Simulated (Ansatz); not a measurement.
`C[Si](F)(Cl)I` + H–F → `F[Si](F)(Cl)I` + CH₄ at 400 K and 1 bar (ligand exchange at the Si–C bond).

Program: Ansatz. Geometries: PBE0-D4/def2-TZVP. ΔE: electronic, gas phase. CBS: MP2 limit from def2 TZ/QZ plus the TZ coupled-cluster correction, frozen cores. This one scheme is used for every species. Elements past krypton have def2 core potentials. For I outer-core shells are correlated without core-valence functions, which leaves a few kJ/mol of doubt a bond.

| species | CCSD(T)/CBS energy (Eh) | H − E (kJ/mol) | S (J/(mol·K)) |
| --- | --- | --- | --- |
| `C[Si](F)(Cl)I` | -1186.13105 | 145.2 | 400.5 |
| H–F | -100.39570 | 36.5 | 182.2 |
| `F[Si](F)(Cl)I` | -1246.11308 | 51.4 | 375.9 |
| CH₄ | -40.46206 | 131.3 | 197.2 |

H − E and S are ideal-gas, rigid-rotor, harmonic terms from PBE0-D4/def2-TZVP, for one conformer and one mirror image of each species. 1 Eh = 2625.50 kJ/mol, R = 8.31446 J/(mol·K).

**Question.** By hand: ΔE, ΔH, ΔS and ΔG.

**Answer.** ΔE = (-1246.11308) + (-40.46206) − (-1186.13105) − (-100.39570) = -0.04839 Eh = -127.0 kJ/mol. Δ(H − E) = 51.4 + 131.3 − 145.2 − 36.5 = 1.0, so ΔH = -126.0 kJ/mol. ΔS = 375.9 + 197.2 − 400.5 − 182.2 = -9.6 J/(mol·K). ΔG = -126.0 − 400 × (-9.6)/1000 = -122.2 kJ/mol.

**Question.** By hand: the equilibrium constant, and the temperature at which ΔG would vanish if ΔH and ΔS stayed fixed.

**Answer.** log₁₀ K = −ΔG/(RT ln 10) = 16.0. ΔG = 0 at ΔH/ΔS = 13125 K, far beyond where these terms or the molecules hold.

The number of gas molecules stays the same, so ΔS is small and ΔH decides. A doubt of 5 kJ/mol in ΔE shifts log₁₀ K by 0.7 here. Other conformers and mirror images would add mixing entropy, several J/(mol·K) or more a flexible species. These are equilibria of isolated gas molecules and say nothing of rates. Largest T1 diagnostic: 0.010 (customary marks: 0.02 for closed shells, 0.045 for open ones).
